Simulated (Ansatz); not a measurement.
F₂La (SMILES [F][La][F]), doublet, at a GFN2-xTB geometry (such geometries of metal compounds can be far from the true shape) (the multiplicity is a formal guess) (core potentials on La); PBE0/def2-TZVP (Ansatz, a program for electronic structure).

Here is a job for Ansatz.
Ansatz 0.2 input:
```yaml
crystal:
  periodic: [false, false, false]
  atoms:
    - {symbol: La, position_ang: [0.35119851, 0.23883053, 0.07480380]}
    - {symbol: F, position_ang: [-1.58633943, 0.28362235, -1.33070388]}
    - {symbol: F, position_ang: [-0.63791783, -1.79621569, 0.85694648]}
basis:
  gaussian:
    orbitals: def2-TZVP
hamiltonian:
  xc: pbe0
magnetization: {spin_polarized: true, initial_magnetization: 1}
```

Q: Predict the main parts of the log of this Ansatz run.

A: 
```
Functional definition: PBE0
666 factors; their error is unknown
mean field evaluation 1: about -6284.6976 eV, gradient 4.5e1 eV
mean field evaluation 2: about -5861.1520 eV, gradient 2.9e2 eV
mean field evaluation 4: about -6292.1720 eV, gradient 6.7e0 eV
mean field evaluation 8: about -6292.4045 eV, gradient 6.6e-2 eV
mean field evaluation 16: about -6292.4409 eV, gradient 1.3e-3 eV
mean field evaluation 32: about -6292.4409 eV, gradient 1.7e-5 eV
mean field -6292.44085469 eV, -231.2429362403 hartree, gradient 1.7e-5 eV, S^2 0.751231; 4 other end points of the search recorded, 0 dependent functions left out
reference -6292.44089886 eV, -231.2429378635 hartree; 15, 14 occupied and 87, 88 virtual orbitals, 666 factors
Total energy: -6292.44089886 eV, -231.2429378635 hartree
```
